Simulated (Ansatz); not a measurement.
Species: sum formula H4SiNO3, charge -1, multiplicity 1. It need not be the lowest isomer of its formula. Whether it binds its extra electron was not tested at this geometry. 
Geometry from a B3LYP-D3(BJ)/def2-TZVP (Ansatz, an electronic-structure program) optimisation:
```
Si
N 1 1.6443
H 2 1.0139 1 117.72
O 1 1.6919 2 121.78 3 -57.78
H 4 0.9605 1 108.64 2 -48.42
O 1 1.6920 2 119.07 3 63.34
H 6 0.9607 1 106.82 2 24.13
O 1 1.6935 2 106.01 3 -176.76
H 8 0.9631 1 104.32 2 -2.72
```
Charge -1, spin multiplicity 1.

Basis-set convergence of Hartree-Fock and CCSD(T) correlation energies (hartree) with Ansatz. Valence correlation only, unless marked. No spin-orbit coupling. No relativistic terms.

```
basis            functions       E(HF)  E(corr, CCSD(T))
---------------  ---------  ----------  ----------------
aug-cc-pV(D+d)Z        160  -570.52223          -0.95610
aug-cc-pV(T+d)Z        331  -570.61626          -1.15411
aug-cc-pV(Q+d)Z        593  -570.63853          -1.21956
```

Extrapolating the two largest sets (X = 3 and 4) as X^-3: E(corr) = (64·(-1.21956) - 27·(-1.15411))/37 = -1.2673 Eh, an estimate of the basis-set limit. The largest set recovers 96.2 % of it, the smallest 75.4 %.
